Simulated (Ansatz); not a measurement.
A made-up structure of BSi2H3Cl (charge -1), closed shell:

Si1  (-0.446, 1.150, -0.292)
B2  (0.163, -0.698, -0.030)
Si3  (0.502, -2.500, -0.253)
Cl4  (1.601, -3.197, 1.494)
H5  (0.113, 1.927, -1.454)
H6  (-0.006, 1.913, 0.925)
H7  (0.287, -2.807, -1.623)
(Å)

It is relaxed with PBE-D4/def2-SVPD and then PBE0-D4/def2-TZVPD (Ansatz 0.2.0). Atoms count as bonded within 1.22 times the sum of their covalent radii (H–H: 0.88 Å). The end point is not checked to be a true minimum.

Q: Does its bonding change? (Judge from chemistry; the calculation decides.)

A: Computed: No: no bond forms or breaks.

Where it ends: The first stage lowers the energy by 1.60 eV in 12 steps. It ends as BSi₂H₃Cl ([SiH2][B][SiH][Cl]), total charge -1:
| atom | x (Å) | y (Å) | z (Å) |
| --- | --- | --- | --- |
| Si1 | -0.0223 | 1.2329 | -0.2648 |
| B2 | 0.4590 | -0.5244 | -0.3276 |
| Si3 | 0.4127 | -2.3290 | -0.0844 |
| Cl4 | 1.9433 | -3.4185 | 0.9112 |
| H5 | 0.5350 | 2.3053 | -1.1451 |
| H6 | -0.9724 | 1.8681 | 0.6987 |
| H7 | -0.1421 | -3.3460 | -1.0206 |

Labels in which every atom is bracketed show which atoms are joined, not bond orders.

For scale, one of the runs: PBE0-D4/def2-TZVPD relaxation, 196 basis functions, launched by `ansatz run in.yaml --threads 2 --pin off --events-out ev --progress --plain --max-ram 4352MiB`. The run took about 56 s on 2 CPU threads of an Arm Neoverse V2 (shared host).
